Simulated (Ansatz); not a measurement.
CH₄OS₂Se, SMILES `OC(S)(S)[SeH]`, relaxed with RKS PBE-D4/def2-SVP in Ansatz from a rough embedded geometry. The force threshold is 0.03 eV/Å; the program also tests the step.

The species carries charge 0 and has multiplicity 1.

Start:

```xyz
9

O    -0.666   -1.255   -0.355
C     0.076   -0.199    0.074
S     0.712   -0.648    1.684
S    -0.929    1.243    0.289
Se    1.563    0.154   -1.113
H    -1.025   -1.003   -1.316
H    -0.527   -0.905    2.270
H     0.113    2.045    0.749
H     0.684    0.568   -2.284
```

```
        step  energy (eV)  largest force (eV/Å)  largest move (Å)
           1  -90128.9290                 3.027             0.000
           2  -90129.3381                 1.193             0.195
           3  -90129.4457                 0.375             0.139
           4  -90129.4538                 0.239             0.039
           5  -90129.4691                 0.057             0.138
           6  -90129.4810                 0.113             0.126
7 (rejected)  -90129.4675                 0.727             0.199
           8  -90129.4875                 0.069             0.100
           9  -90129.4877                 0.121             0.039
          10  -90129.4896                 0.090             0.031
          11  -90129.4899                 0.040             0.021
          12  -90129.4901                 0.023             0.007
```

End:

```xyz
9

O    -0.860   -1.278   -0.269
C    -0.001   -0.252    0.083
S     0.806   -0.675    1.674
S    -1.007    1.318    0.134
Se    1.584   -0.085   -1.177
H    -1.143   -1.118   -1.194
H    -0.360   -1.069    2.268
H     0.034    2.145    0.428
H     0.948    1.014   -1.948
```

Run time 73 s (4 threads of a server CPU on a shared host); peak host memory 0.19 GiB.
